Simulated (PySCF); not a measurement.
Electron correlation in Ba (barium, neutral)

[Xe] 5d2, high-spin 3F determinant (an excited configuration). Calculation: PySCF 2.14, in def2-QZVPPD with the def2 core potential (46 electrons); a scalar-relativistic core potential. Frozen: 5s2 5p6; 2 electrons correlated.

With two correlated electrons CCSD is exact within the correlated space (frozen core and kept virtual orbitals).

```json
{"level": "CCSD", "correlation energy (mhartree)": "-6.28"}
```

Diagnostics: T1 = 0.0035, D1 = 0.0049, largest double amplitude 0.074.

Problem. Is a single reference adequate?

Solution. Mostly. T1 lies below 0.03, but a double amplitude of this size points to a near-degeneracy that CCSD handles and MP2 describes poorly.
